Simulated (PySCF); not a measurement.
A PySCF script (with the pyscf-properties extension) for the NMR shieldings of `B(C)OC[C@H](C)B(F)F`, C₄H₁₀B₂F₂O, on a GFN2-xTB geometry:

```python
import basis_set_exchange as bse
import numpy as np
from pyscf import gto, dft
from pyscf.prop import nmr

atoms = """
C     2.594833   -0.878934    0.313637
B     1.986058   -0.367550   -1.065726
O     0.917950    0.417316   -1.185457
C     0.118324    0.913632   -0.137394
C    -1.330759    0.422195   -0.317199
C    -2.235125    1.064031    0.749834
B    -1.412183   -1.165776   -0.248056
F    -2.202182   -1.880984   -1.019586
F    -0.737042   -1.881855    0.626878
H     1.867999   -1.472504    0.865756
H     3.476886   -1.495459    0.171804
H     2.878844   -0.049051    0.960089
H     2.465521   -0.650954   -2.101157
H     0.145724    2.008676   -0.192154
H     0.499213    0.596690    0.839023
H    -1.673593    0.761355   -1.299498
H    -3.266052    0.750656    0.609481
H    -2.187600    2.147762    0.675356
H    -1.916618    0.770005    1.746907
"""
names = dict.fromkeys(["C", "B", "O", "F", "H"], "pcSseg-1")
basis = {el: gto.basis.parse(bse.get_basis(n, elements=[el], fmt="nwchem")) for el, n in names.items()}
mol = gto.M(atom=atoms, basis=basis, charge=0, verbose=0)
mf = dft.RKS(mol, xc="PBE0")
mf.grids.level = 2
mf.grids.alignment = dft.numint.BLKSIZE   # the property module wants whole blocks of grid points
mf.conv_tol = 1e-9
mf.kernel()

calc = nmr.RKS(mf)   # GIAO
C = mf.mo_coeff
Co = C[:, mf.mo_occ > 0]
resp = mf.gen_response(singlet=True, hermi=2)
def vind(x):   # induced exchange potential for any number of trial vectors
    d = np.einsum("pi,xij,qj->xpq", C, 2 * x.reshape(-1, C.shape[1], Co.shape[1]), Co, optimize=True)
    return np.einsum("xpq,pi,qj->xij", resp(d - d.transpose(0, 2, 1)), C, Co, optimize=True).ravel()
mo1, _ = nmr.rhf.solve_mo1(calc, with_cphf=vind)
sigma = calc.kernel(mo1)
for i, s in enumerate(sigma):   # ppm
    w = np.linalg.eigvalsh((s + s.T) / 2)
    print("%2d %-2s iso %8.1f  s11 %8.1f  s22 %8.1f  s33 %8.1f" % (i, mol.atom_pure_symbol(i), w.mean(), *w))
```

Q: Give the expected output.

A: 
```
 0 C  iso    184.5  s11    170.5  s22    190.1  s33    193.0
 1 B  iso     51.6  s11      2.3  s22     53.8  s33     98.7
 2 O  iso    116.7  s11    -76.0  s22     90.0  s33    336.1
 3 C  iso    113.9  s11     80.3  s22    105.1  s33    156.2
 4 C  iso    158.2  s11    143.3  s22    159.8  s33    171.6
 5 C  iso    175.0  s11    167.0  s22    168.3  s33    189.6
 6 B  iso     71.9  s11     44.2  s22     81.5  s33     89.9
 7 F  iso    232.3  s11     50.4  s22    287.7  s33    358.7
 8 F  iso    251.3  s11     73.0  s22    294.2  s33    386.8
 9 H  iso     31.2  s11     25.8  s22     31.1  s33     36.6
10 H  iso     31.0  s11     27.6  s22     27.8  s33     37.5
11 H  iso     31.5  s11     26.8  s22     30.6  s33     37.1
12 H  iso     26.4  s11     24.1  s22     26.5  s33     28.5
13 H  iso     27.7  s11     23.3  s22     28.2  s33     31.5
14 H  iso     27.3  s11     24.0  s22     27.6  s33     30.5
15 H  iso     29.7  s11     26.8  s22     28.1  s33     34.3
16 H  iso     30.5  s11     25.7  s22     28.2  s33     37.7
17 H  iso     30.6  s11     26.1  s22     28.1  s33     37.6
18 H  iso     30.9  s11     26.4  s22     29.6  s33     36.7
```

These numbers come from an equivalent density-fitted implementation of the same equations, which agrees with the script to about 0.01 ppm for H and up to a few tenths of a ppm for heavy atoms, so last digits may differ.

Size and cost of the density-fitted run: 203 basis functions, 39 s wall time on 1 thread of an Arm Neoverse V1, shared host; peak memory 0.91 GiB.
